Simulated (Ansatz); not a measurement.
Reaction (formal loss of a carbene): `NBC(F)F` → `F[C]F` + `BN`

Gas-phase electronic energies from Ansatz, PBE0-D4/def2-TZVP geometries. CCSD(T)/CBS is the MP2 limit (def2-TZVPP, def2-QZVPP) plus CCSD(T) − MP2 in def2-TZVPP, frozen cores. This one scheme is used for every species. Functionals use def2-TZVPP. HSE06 is defined as in plane-wave codes. Each species was taken in one conformer, which may not be the lowest.

Problem. Is it downhill or uphill in electronic energy at CCSD(T)/CBS, and by how much? (An estimate is asked.)

Solution. The calculation gave: Uphill: ΔE = +267.7 kJ/mol.

Problem. What do these levels give: PBE-D4, HSE06-D4, PBE0, HSE06, CCSD/def2-TZVPP, MP2/def2-QZVPP? (Best estimate.)

Solution. The calculation gave: PBE-D4 274.8, HSE06-D4 285.5, PBE0 280.8, HSE06 280.8, CCSD/def2-TZVPP 261.1, MP2/def2-QZVPP 282.7 kJ/mol.

Largest T1 diagnostic among the species: 0.017.

From BLYP to BHLYP (50 % exact exchange), in def2-TZVPP and without D4, ΔE moves by +28.6 kJ/mol. Leaving LDA and LC-ωPBE aside and taking each functional with its dispersion term where it has one, the values, not all of them listed here, spread over 33.0 kJ/mol, from BLYP-D4 to r2SCAN0-D4. LDA lies +50.6 kJ/mol from PBE without D4.
